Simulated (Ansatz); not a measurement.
Consider the adduct formation: `[CH3][Al]([CH3])[Cl]` + PH₃ → `[CH3][Al-]([CH3])([PH3+])[Cl]`.

Program: Ansatz. Geometries: PBE0-D4/def2-TZVP. ΔE: electronic, gas phase. CCSD(T)/CBS adds triple-zeta CCSD(T) − MP2 to the extrapolated MP2 energy (def2 sets, frozen cores). This one scheme is used for every species. Functionals use def2-TZVPP. Each species was taken in one conformer, which may not be the lowest.

`[CH3][Al]([CH3])[Cl]`:

Cartesian coordinates in Å:
```
C -0.979 1.458 -0.087
Al 0.419 0.197 0.390
C 0.583 -1.621 -0.272
Cl 1.904 0.840 1.751
H -0.856 2.425 0.403
H -0.998 1.624 -1.170
H -1.964 1.062 0.182
H 1.541 -1.762 -0.783
H -0.215 -1.887 -0.969
H 0.565 -2.337 0.555
```

PH₃:

Cartesian coordinates in Å:
```
P 0.496 -0.273 -0.131
H -0.135 0.650 -1.007
H 0.356 0.582 0.994
H -0.717 -0.959 0.143
```

`[CH3][Al-]([CH3])([PH3+])[Cl]`:

```xyz
14

C     0.189    1.478    1.403
Al    0.047    0.611   -0.345
C     1.580   -0.151   -1.292
P    -1.345   -1.463    0.190
Cl   -1.538    1.351   -1.611
H     0.787    0.892    2.109
H     0.681    2.452    1.302
H    -0.788    1.663    1.858
H     1.281   -0.760   -2.149
H     2.205   -0.769   -0.638
H     2.220    0.649   -1.679
H    -0.955   -2.526    1.035
H    -1.749   -2.219   -0.928
H    -2.614   -1.207    0.744
```

```json
{"level": "LDA (SPW92)", "ΔE (kcal/mol)": "-16.9"}
{"level": "revPBE-D4", "ΔE (kcal/mol)": "-14.2"}
{"level": "HF/def2-TZVPP", "ΔE (kcal/mol)": "-8.3"}
{"level": "MP2/def2-TZVPP", "ΔE (kcal/mol)": "-13.6"}
```

Task: What does CCSD(T)/CBS give? (Estimate.)

Result: Computed: -13.4 kcal/mol. The listed levels differ from it by -3.5, -0.8, 5.1, -0.2 kcal/mol.

Largest T1 diagnostic among the species: 0.013.

The D4 term adds −4.8 kcal/mol with B3LYP and −2.7 kcal/mol with PBE0; it sums over pairs of atoms, weighted by their polarisabilities, and B3LYP, whose exchange is more repulsive, gets the larger term. In def2-TZVPP, CCSD(T) changes the Hartree–Fock value by −4.2 kcal/mol (the triples alone add −0.8 kcal/mol) and MP2 by −5.3 kcal/mol.

CCSD(T)/CBS has its own doubt, a few kJ/mol and more with outer-core shells, so smaller differences from it don't rank the levels.

B3LYP here is the variant with VWN-RPA as its local correlation; programs differ in this.
